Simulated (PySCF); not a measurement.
Dipole moment and polarisability of `C=CP(C)C[SiH3]`

Compound: C4H11PSi.
Cartesian coordinates in Å at the GFN2-xTB level; atoms count from 1:
```xyz
17
C4H11PSi angstrom
C     -1.863    1.411    0.831
C     -1.507    0.683   -0.215
P     -0.969   -1.052   -0.186
C     -0.109   -1.116    1.452
C      0.487   -0.899   -1.329
Si     1.846    0.381   -0.945
H     -2.238    2.417    0.722
H     -1.793    1.041    1.840
H     -1.623    1.078   -1.219
H      0.455   -0.204    1.640
H      0.561   -1.974    1.454
H     -0.850   -1.261    2.237
H      0.925   -1.899   -1.392
H      0.058   -0.697   -2.315
H      2.721   -0.121    0.118
H      2.631    0.566   -2.168
H      1.258    1.659   -0.538
```

Level: PBE0/def2-SVPD (PySCF), static field, nuclei fixed, core orbitals frozen in the response. The polarisability tensor in these axes (au):

```
x   105.88  -5.55 -11.05
y    -5.55 102.10   3.77
z   -11.05   3.77 100.90
```

Q: What are the eigenvalues, a third of the trace, and Δα (Δα² = ½Σ(αi − αj)² over the three pairs)?

A: Principal values 92.03, 99.24 and 117.60 au; mean 102.96 au = 15.26 Å³ = 16.98 × 10⁻⁴⁰ C²·m²/J; Δα = 22.84 au (22 % of the mean).

Q: What is the dipole moment, and where does it point?

A: (0.53, 0.26, 0.23) D, 0.64 D in size, pointing from the negative to the positive side. Measured along this direction, the outermost atoms are H9 and P3 at the negative end and H15 at the positive end.

Q: Traceless (Buckingham) quadrupole moment about the centre of nuclear charge: eigenvalues?

A: -9.24, 3.92, 5.31 D·Å. The values depend on the origin, since the dipole doesn't vanish. The electronic extent ⟨r²⟩ about the same centre is 1044 bohr², a root-mean-square distance of 2.14 Å for the 64 electrons.

Q: What depolarisation ratio follows for Rayleigh scattering of linearly polarised light, taking the static tensor?

A: ρ = 3Δα²/(45ᾱ² + 4Δα²) = 1565.1/(477011 + 2086.8) = 0.00327.

Q: Sum over states: ᾱ = Σ f/ω², ω in Eh. What share falls to these 8 lowest TDDFT singlets (eV, f)? 5.10, 0.1292; 5.79, 0.0557; 5.98, 0.0246; 6.34, 0.0107; 6.53, 0.0286; 6.59, 0.0021; 6.84, 0.1169; 7.03, 0.0255.

A: They add up to 8.38 au, 8.1 % of the 102.96 au; the largest single term is 3.67 au, from the state at 5.10 eV. Terms in order: 3.67, 1.23, 0.51, 0.20, 0.50, 0.04, 1.85, 0.38 au. Higher excitations give the rest. The strengths listed sum to 0.393.

Q: What molar refraction does this α imply?

A: Lorentz–Lorenz: R = (4π/3)N_A α = 2.5225 cm³/(mol·Å³) × 15.26 Å³ = 38.5 cm³/mol, in the limit of long wavelengths.

Isolated species at its GFN2-xTB geometry (one conformer only).
